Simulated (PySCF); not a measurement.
SMILES C=CB(C=C)N(C)C (C6H12BN) (GFN2-xTB optimised geometry):

```
20

B     -0.182    -0.048     0.000
C     -0.993    -1.392     0.000
C     -2.184    -1.553    -0.563
H     -0.579    -2.253     0.518
H     -2.728    -2.486    -0.531
H     -2.665    -0.750    -1.097
C     -0.975     1.308     0.000
C     -2.074     1.546     0.704
H     -0.621     2.111    -0.642
H     -2.604     2.486     0.668
H     -2.488     0.802     1.367
N      1.210    -0.048     0.000
C      2.023     1.139     0.139
C      2.037    -1.226    -0.134
H      2.708     1.029     0.985
H      2.623     1.306    -0.762
H      1.396     2.008     0.315
H      2.728    -1.106    -0.975
H      2.632    -1.387     0.771
H      1.424    -2.103    -0.317
```

Calculation: CAM-B3LYP/def2-SVP run with PySCF 2.14.0.

**Question.** What are the frontier orbital energies and the dipole moment?

**Answer.** HOMO-2 -9.26 eV, HOMO-1 -8.87 eV, HOMO -7.98 eV, LUMO 0.74 eV, LUMO+1 1.66 eV; dipole moment 1.51 D.

On the same geometry PBE/def2-SVP in PySCF gives HOMO-2 -6.56 eV, HOMO-1 -6.39 eV, HOMO -5.53 eV, LUMO -1.37 eV, LUMO+1 -0.61 eV; dipole moment 1.71 D.

Meta-Löwdin charges at CAM-B3LYP/def2-SVP: B1 0.12, C2 -0.19, C3 -0.19, H4 0.09, H5 0.10, H6 0.10, C7 -0.19, C8 -0.19, H9 0.09, H10 0.10, H11 0.10, N12 -0.15, C13 -0.18, C14 -0.18, H15 0.09, H16 0.09, H17 0.11, H18 0.09, H19 0.09, H20 0.11.
